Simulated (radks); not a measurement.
Species: Ca2+. Configuration: [Ar] (the NIST ground configuration).

Calculated with a radial shooting solver on a logarithmic mesh with Libxc functionals: non-relativistic Kohn-Sham, LDA (Slater exchange, Perdew-Wang correlation), spin-polarised, spherical densities, point nucleus.

Energy parts (Ry):
part                       energy
total                 -1350.12350
kinetic                1348.02426
electron-nucleus      -3179.67810
Hartree                 549.14833
exchange-correlation    -67.61799

Orbitals (lengths in bohr, moments of r in powers of bohr; r(90%) holds 90 % of the orbital's charge):
| orbital | occ. | eigenvalue (Ry) | <r^2> | r(90%) |
|---|---|---|---|---|
| 1s | 2 | -289.0145 | 0.008073 | 0.138 |
| 2s | 2 | -31.23119 | 0.1603 | 0.573 |
| 2p | 6 | -25.70861 | 0.1341 | 0.543 |
| 3s | 2 | -4.52821 | 1.551 | 1.74 |
| 3p | 6 | -3.16922 | 1.866 | 1.94 |
| 3d | 0 | -1.19337 | 3.672 | 2.87 |
| 4s | 0 | -1.05343 | 11.60 | 4.67 |
| 4p | 0 | -0.77103 | 16.23 | 5.56 |
| 4f | 0 | -0.26345 | 74.18 | 12.0 |

The highest occupied level is 3p at -43.119 eV. The electron density at the nucleus is 5291 e/bohr^3. Virial ratio -V/T = 2.00156. The density falls to 0.001 e/bohr^3 at r = 2.99 bohr. For comparison, the ionisation energy in NIST's Atomic Spectra Database is 50.913 eV (measured). In exact Kohn-Sham theory the highest level is minus the ionisation energy, but local and semilocal functionals leave it too shallow, through self-interaction and a potential that decays too fast; potentials with the right tail come closer.
